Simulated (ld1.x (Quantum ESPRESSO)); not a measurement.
## As: one change to a TM potential, before and after

ld1.x (Quantum ESPRESSO) 7.5 input, shortened:

```
&input
   title='As', zed=33., rel=1, dft='PZ', iswitch=3,
   config='[Ar] 3d10 4s2 4p1'
 /
 &inputp
   pseudotype=2, tm=.true., lloc=-1, rcloc=1.55,
   nlcc=.true., rcore=0.75
 /
2
4S  1  0   2.00   0.00  1.45  1.45  0.0
4P  2  1   1.00   0.00  1.75  1.75  0.0
 &test
   configts(1)='4s2 4p1'
 /
```

Change: local potential the p channel.

Cutoffs: the cutoffs (Ry, on a coarse ladder) from which the occupation-weighted sum of valence levels, in a spherical-Bessel basis at the reference potential, stays within 10 and 1 mRy of its value at 400 Ry; they do not see the model core or the augmentation charge, which bear on the density cutoff. Errors are all-electron minus pseudo energies relative to the spin-unpolarised reference configuration.

Task: How do hardness, ghosts and transferability respond?

Result: The potential gets neither clearly harder nor softer (35 Ry and 50 Ry → 35 Ry and 50 Ry); the s channel sets the loose cutoff, while the largest relative change is in p, which becomes harder; of the 9 tests that both files solve, the error grows in 7 and shrinks in 1 by more than 15 % and 0.3 meV (median size 0.6 → 11.3 meV); the range in which the s phases agree widens (upper end 0.0 → 3.6); the range in which the p phases agree widens (upper end 2.4 → 4.5); neither file shows a bound ghost.

```csv
quantity,base,changed
"cutoff, loose",35 Ry,35 Ry
"cutoff, tight",50 Ry,50 Ry
loose cutoff by channel (10 mRy a level),"s 18 Ry, p 12 Ry","s 21 Ry, p 15 Ry"
bound ghosts,none,none
"error for 4s2 4p3, meV [ΔE -27.49 eV]",+0.4,-15
"error for 4s2 4p2, meV [ΔE -18.16 eV]",-0.4,-6.2
"error for 4s2 4p0, meV [ΔE 28.04 eV]",-18,-29
"error for 4s2 4p3.3, meV [ΔE -28.77 eV]",+1.4,-16
"error for 4s1 4p3, meV [ΔE -8.00 eV]",+0.4,-0.5
"error for 4s2 4p2.5, meV [ΔE -23.85 eV]",-0.6,-11
"error for 4s1 4p0, meV [ΔE 79.15 eV]",-162,-210
"error for 4s2 4p1 (spin-polarised), meV [ΔE -0.23 eV]",+0.4,0.0
"error for 4s2 4p3 (spin-polarised), meV [ΔE -28.81 eV]",+7.1,-11
s: phases at 1.91 bohr within 0.05 rad from the reference energy up to (Ry; the scan ends near 5),0.0,3.6
p: phases at 1.91 bohr within 0.05 rad from the reference energy up to (Ry; the scan ends near 5),2.4,4.5
```
